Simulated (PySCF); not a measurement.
GeH4Si, neutral, multiplicity 1.

```xyz
6

Ge     0.0493    -0.8693     0.0000
H     -1.5441    -0.8217     0.0000
Si     0.0052     1.5903     0.0000
H     -0.7257     2.0753     1.2029
H     -0.7257     2.0753    -1.2029
H      1.3470     2.2264     0.0000
```
Charge 0, spin multiplicity 1.

Coordinates come from a TPSSh-D3(BJ)/def2-TZVP optimisation.

Calculation: KT2/pcSseg-2 (PySCF). Non-relativistic, no solvent.

Q: Give the absolute GIAO shielding of each atom: isotropic value and principal components (ppm). (An estimate is asked for; the answer gives what the named calculation found.)

A: 
| atom | σ(iso) | σ11 | σ22 | σ33 | span |
|---|---|---|---|---|---|
| Ge1 | -1094.5 | -4623.0 | -605.0 | 1944.6 | 6567.5 |
| H2 | 12.0 | -4.9 | 17.5 | 23.5 | 28.4 |
| Si3 | 425.4 | 377.7 | 424.1 | 474.4 | 96.7 |
| H4 | 27.2 | 23.6 | 26.7 | 31.2 | 7.6 |
| H5 | 27.2 | 23.6 | 26.7 | 31.2 | 7.6 |
| H6 | 26.8 | 24.8 | 25.7 | 29.8 | 5.0 |
